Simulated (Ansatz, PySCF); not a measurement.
Gas-phase reaction in SMILES: [F][In][F] -> [F][In][F] as singlet, charge -1 (an electron is taken up)
Each molecule is optimised on its own at B3LYP-D3(BJ)/def2-TZVP (Ansatz, a program for electronic structure). A spin state is the lowest found, not a proven ground state.

Property: adiabatic electron affinity (0 K, with B3LYP-D3(BJ) harmonic zero-point energies from PySCF), positive where the reaction releases energy, in eV. Correlated levels leave the core frozen unless marked. UHF or UKS for open shells. No spin-orbit coupling. Frozen are the shells of the preceding noble gas and the d and f shells that filled before the atom's block. In def2 rows, elements after Kr have scalar-relativistic effective core potentials. Anions need diffuse functions: def2-D sets add few; the other sets have none. Basis-set limits of correlation are two-point, X^-3; Hartree-Fock from the larger set. [CCSD(T)-MP2]/basis is that difference in the basis named.

| level | program | adiabatic electron affinity (eV) |
|---|---|---|
| HF/def2-QZVPPD | Ansatz | 2.07 |
| BP86/def2-TZVPD | PySCF | 3.27 |
| r2SCAN/def2-TZVPD | Ansatz | 3.05 |
| PBE0-D3(BJ)/def2-TZVPD | Ansatz + dftd3 | 3.07 |
| TPSSh/def2-TZVPD | PySCF | 2.99 |
| HSE06-D4/def2-TZVPD | Ansatz + dftd4 | 3.07 |
| CAM-B3LYP-D3(BJ)/def2-TZVPD | Ansatz + dftd3 | 3.29 |
| CCSD/def2-SVP | Ansatz | 2.37 |
| RI-MP2/CBS(def2-TZVPPD,def2-QZVPPD)+[CCSD(T)-MP2]/def2-SVPD | Ansatz | 3.00 |
